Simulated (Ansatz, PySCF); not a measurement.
Ir(OH)3 (H3IrO3), SMILES [OH][Ir]([OH])[OH] (connectivity only; charge and spin as stated), neutral, multiplicity 3. Atoms are numbered in the order given.

```xyz
7

Ir     0.0115     0.0530    -0.1158
O      1.6098    -0.8820    -0.5241
H      2.3428    -0.2558    -0.3787
O     -0.1876    -0.9808     1.4529
H      0.5707    -1.5578     1.6506
O     -0.5937     1.2956    -1.3995
H     -1.0058     0.9589    -2.2114
```
Charge 0, spin multiplicity 3.

Coordinates come from a r2SCAN-D4/def2-SVP optimisation. The spin state was assumed, not searched. The def2 effective core potentials stand for the cores of Ir; spin–orbit coupling is left out. The values are those of a single conformer.

Two levels are set side by side: PBE-D3(BJ)/def2-SVP (Ansatz, a first-principles code) and r2SCAN-D4/def2-SVP (Ansatz). Each level has its own optimised geometry; the coordinates shown are those of the second. Frequencies come from the Hessian of PySCF at each geometry. Differences are taken from unrounded values.

```csv
quantity,r2SCAN-D4
mean bond length (Å),1.432
bond Ir1–O2 (Å),1.896
bond Ir1–O4 (Å),1.889
bond Ir1–O6 (Å),1.886
bond O2–H3 (Å),0.975
bond O4–H5 (Å),0.973
bond O6–H7 (Å),0.971
highest harmonic wavenumber (cm⁻¹),3778
mean harmonic wavenumber (cm⁻¹),1164
zero-point energy (kcal/mol),24.97
```

**Question.** What does PBE-D3(BJ) give, and how far is it from r2SCAN-D4? (An estimate is asked for; the answer gives what the named calculation found.)

**Answer.** 
```csv
quantity,PBE-D3(BJ),PBE-D3(BJ) minus r2SCAN-D4
mean bond length (Å),1.442,0.010
bond Ir1–O2 (Å),1.913,0.017
bond Ir1–O4 (Å),1.900,0.010
bond Ir1–O6 (Å),1.889,0.003
bond O2–H3 (Å),0.984,0.009
bond O4–H5 (Å),0.984,0.011
bond O6–H7 (Å),0.980,0.009
highest harmonic wavenumber (cm⁻¹),3645,-133
mean harmonic wavenumber (cm⁻¹),1136,-28
zero-point energy (kcal/mol),24.37,-0.60
```
